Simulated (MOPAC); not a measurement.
MOPAC input (PM3):

```
PM3 PRECISE GNORM=0.05 LET XYZ UHF MS=0.5 GEO-OK AUX(PRECISION=9) THREADS=1
BiF2

Bi   -0.12178988 1   -0.08764525 1    0.18832819 1
F    -0.32495132 1    1.62226459 1   -0.87482024 1
F     1.44812468 1   -0.81398062 1   -0.86198414 1
```

Output:

```
 *******************************************************************************
 **                                                                           **
 **                              MOPAC v23.2.5                                **
 **                                                                           **
 *******************************************************************************
 ** MOPAC's Digital Object Identifier: https://doi.org/10.5281/zenodo.6511958 **
 **                                                                           **
 ** Please cite the open-source release paper for use of this MOPAC version:  **
 ** J. E. Moussa and J. J. P. Stewart (2026)                                  **
 ** MOPAC: An open-source semiempirical molecular orbital program             **
 ** J. Open Source Softw., 11(119), 8025, https://doi.org/10.21105/joss.08025 **
 *******************************************************************************

                              PM3 CALCULATION RESULTS

 *******************************************************************************
 *  PM3        - The PM3 Hamiltonian to be used
 *  GEO-OK     - OVERRIDE INTERATOMIC DISTANCE AND OTHER SAFETY CHECKS
 *  UHF        - UNRESTRICTED HARTREE-FOCK CALCULATION
 *  MS=        - IN MECI, MAGNETIC COMPONENT OF SPIN =  0.5
 *  LET        - OVERRIDE SOME SAFETY CHECKS
 *  PRECISE    - TIGHTER CRITERIA TO BE USED
 *  XYZ        - CARTESIAN COORDINATE SYSTEM TO BE USED
 *  GNORM      - EXIT WHEN GRADIENT NORM DROPS BELOW 0.050
 *  AUX        - OUTPUT AUXILIARY INFORMATION
 *******************************************************************************
PM3 PRECISE GNORM=0.05 LET XYZ UHF MS=0.5 GEO-OK AUX(PRECISION=9) THREADS=1
 BiF2

   ATOM   CHEMICAL          X               Y               Z
  NUMBER   SYMBOL      (ANGSTROMS)     (ANGSTROMS)     (ANGSTROMS)

     1      Bi         -0.12178988  *  -0.08764525  *   0.18832819  *
     2       F         -0.32495132  *   1.62226459  *  -0.87482024  *
     3       F          1.44812468  *  -0.81398062  *  -0.86198414  *

          CARTESIAN COORDINATES

    NO.       ATOM           X           Y           Z

     1        Bi         -0.1218     -0.0876      0.1883
     2         F         -0.3250      1.6223     -0.8748
     3         F          1.4481     -0.8140     -0.8620

  F: (PM3): J. J. P. STEWART, J. COMP. CHEM. 10, 209 (1989).
 Bi: (PM3): J. J. P. STEWART, J. COMP. CHEM. 12, 320-341 (1991).

           Empirical Formula: Bi F2  =     3 atoms

      MOLECULAR POINT GROUP   :   C2v

          UHF CALCULATION, NO. OF ALPHA ELECTRONS =   10
                           NO. OF BETA  ELECTRONS =    9

          Geometry optimization using EF

          DIAGONAL MATRIX USED AS START HESSIAN

 CYCLE:     1  GRAD.:    31.931 HEAT: -47.12060
 CYCLE:     2  GRAD.:   145.825 HEAT: -40.66619
 CYCLE:     3  GRAD.:     6.279 HEAT: -47.71016
 CYCLE:     4  GRAD.:     3.389 HEAT: -47.79797
 CYCLE:     5  GRAD.:     1.363 HEAT: -47.88610
 CYCLE:     6  GRAD.:     0.280 HEAT: -47.88685
 CYCLE:     7  GRAD.:     0.149 HEAT: -47.88687
 CYCLE:     8  GRAD.:     0.011 HEAT: -47.88688

     GRADIENT =  0.01117 IS LESS THAN CUTOFF =  0.05000

 -------------------------------------------------------------------------------
 PM3 PRECISE GNORM=0.05 LET XYZ UHF MS=0.5 GEO-OK AUX(PRECISION=9) THREADS=1
 BiF2

     GEOMETRY OPTIMISED USING EIGENVECTOR FOLLOWING (EF).
     SCF FIELD WAS ACHIEVED

                              PM3 CALCULATION
                                                       MOPAC v23.2.5 Linux

          FINAL HEAT OF FORMATION =        -47.88688 KCAL/MOL =    -200.35872 KJ/MOL

          COSMO AREA              =        101.54 SQUARE ANGSTROMS
          COSMO VOLUME            =         91.51 CUBIC ANGSTROMS

          GRADIENT NORM           =          0.01117          =       0.00645 PER ATOM
          IONIZATION POTENTIAL    =          9.551976 EV
          ALPHA SOMO LUMO (EV)    =         -9.552  0.021
          BETA  SOMO LUMO (EV)    =        -11.618 -1.655
          NO. OF ALPHA ELECTRONS  =         10
          NO. OF BETA  ELECTRONS  =          9
          MOLECULAR WEIGHT        =        246.9772         POINT GROUP:  C2v

          MOLECULAR DIMENSIONS (Angstroms)

            Atom       Atom       Distance
            F     3    F     2     2.86638
            F     2   Bi     1     1.38788
            F     3    F     2     0.00000

          SCF CALCULATIONS        =          9

   ATOM   CHEMICAL          X               Y               Z
  NUMBER   SYMBOL      (ANGSTROMS)     (ANGSTROMS)     (ANGSTROMS)

     1      Bi         -0.12878506  *  -0.09267613  *   0.19914276  *
     2       F         -0.27016196  *   1.57126003  *  -0.89243818  *
     3       F          1.41653561  *  -0.74629061  *  -0.88023389  *

                             CARTESIAN COORDINATES

   1   Bi       -0.128785063    -0.092676128     0.199142756
   2    F       -0.270161963     1.571260030    -0.892438181
   3    F        1.416535608    -0.746290605    -0.880233887

           Empirical Formula: Bi F2  =     3 atoms

      MOLECULAR POINT GROUP   :   C2v

          ALPHA EIGENVALUES
 -18.05857 -17.87993 -15.23776 -14.82275 -14.44263 -14.08085 -13.94203 -13.61757
 -12.07641  -9.55198   0.02052   0.10653

           BETA EIGENVALUES
 -18.03033 -17.85223 -14.75313 -14.42855 -14.35895 -13.91365 -13.64946 -13.62943
 -11.61759  -1.65543   0.16459   0.24984

              NET ATOMIC CHARGES AND DIPOLE CONTRIBUTIONS

  ATOM NO.   TYPE          CHARGE      No. of ELECS.   s-Pop       p-Pop
    1         Bi           0.798617        4.2014     1.98899     2.21239
    2          F          -0.399307        7.3993     1.66417     5.73514
    3          F          -0.399310        7.3993     1.66417     5.73514
 DIPOLE           X         Y         Z       TOTAL
 POINT-CHG.    -2.693    -1.938     4.164     5.324
 HYBRID        -0.180    -0.130     0.279     0.356
 SUM           -2.873    -2.067     4.442     5.680

          ATOMIC ORBITAL ELECTRON POPULATIONS

     Atom    s        px        py        pz
    1 Bi   1.98899   0.77045   0.67201   0.76993
    2  F   1.66417   1.95755   1.85843   1.91916
    3  F   1.66417   1.87364   1.94140   1.92010

                    (SZ)    =    0.500000
                    (S**2)  =    0.750170

          ATOMIC ORBITAL SPIN POPULATIONS

    Atom   Total    s     px     py     pz
         Atomic
    1 Bi  0.9307  0.001  0.369  0.201  0.360
    2  F  0.0347 -0.003  0.016  0.006  0.015
    3  F  0.0347 -0.003  0.014  0.008  0.015

 **********************
 *                    *
 * JOB ENDED NORMALLY *
 *                    *
 **********************

 == MOPAC DONE ==
```
